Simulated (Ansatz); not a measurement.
Geometry optimisation, RHF/def2-SVP in Ansatz.

Input:

```yaml
crystal:
  periodic: [false, false, false]
  atoms:
    - { symbol: Al, position_ang: [0.06582, 0.999246, -0.484719] }
    - { symbol: Si, position_ang: [2.136824, 0.234621, 0.354851] }
    - { symbol: C, position_ang: [-0.731119, 0.364209, -2.156566] }
    - { symbol: O, position_ang: [-0.792385, 2.224868, 0.31637] }
    - { symbol: H, position_ang: [0.007932, -1.282008, 1.14177] }
    - { symbol: C, position_ang: [-1.035192, -1.482963, 1.346847] }
    - { symbol: H, position_ang: [3.302559, 1.012166, -0.156827] }
    - { symbol: H, position_ang: [2.198942, 0.295319, 1.843095] }
    - { symbol: H, position_ang: [2.370456, -1.186533, -0.029154] }
    - { symbol: H, position_ang: [-1.823176, 0.304131, -2.083361] }
    - { symbol: H, position_ang: [-0.36021, -0.615298, -2.476564] }
    - { symbol: H, position_ang: [-0.512439, 1.070039, -2.968819] }
    - { symbol: H, position_ang: [-0.661288, 2.736373, 1.091303] }
    - { symbol: H, position_ang: [-1.243572, -1.249825, 2.390088] }
    - { symbol: H, position_ang: [-1.691857, -0.886564, 0.710756] }
    - { symbol: H, position_ang: [-1.231197, -2.537982, 1.16093] }
basis:
  gaussian: { orbitals: def2-SVP }
hamiltonian:
  xc: hf
relax:
  f_tol: 0.03
  max_steps: 50
```

Command:

```bash
$ ansatz run input.yaml --threads 2 --pin off --max-ram 3072MiB --backend cpu --events-out ev --progress --plain --runs-dir out
```

Task: Where does it end, and by what steps?

Result: The forces met the threshold. The force dipped under the threshold on the way, but the program's further checks kept it going. After 16 steps the energy has fallen by 0.181 eV; H16 moved furthest, 0.77 Å.

```csv
step,energy less start (eV),largest force component (eV/Å),accepted
0,0.0000,1.291,yes
1,-0.1385,0.131,yes
2,-0.1614,0.190,yes
3,-0.1733,0.100,yes
4,-0.1763,0.081,yes
5,-0.1772,0.076,yes
6,-0.1777,0.046,yes
7,-0.1782,0.038,yes
8,-0.1786,0.054,yes
9,-0.1787,0.100,yes
10,-0.1791,0.095,yes
11,-0.1801,0.011,yes
12,-0.1804,0.008,yes
13,-0.1760,0.261,no
14,-0.1807,0.014,yes
15,-0.1806,0.095,no
16,-0.1810,0.022,yes
```

```xyz
16
Properties=species:S:1:pos:R:3
Al 0.144 1.199 -0.562
Si 2.370 0.460 0.262
C -0.719 0.475 -2.166
O -0.680 2.436 0.256
H -0.240 -1.946 1.286
C -1.312 -1.882 1.473
H 3.468 1.281 -0.323
H 2.481 0.576 1.743
H 2.646 -0.958 -0.095
H -1.796 0.669 -2.161
H -0.564 -0.603 -2.275
H -0.309 0.945 -3.067
H -0.474 2.943 1.021
H -1.496 -1.251 2.343
H -1.818 -1.462 0.603
H -1.701 -2.883 1.662
```

Whether the end is a true minimum wasn't checked by a vibrational analysis.

Time of the run: 37 s on 2 threads of Arm Neoverse V2, with other jobs on the host, peak memory 0.3 GiB.
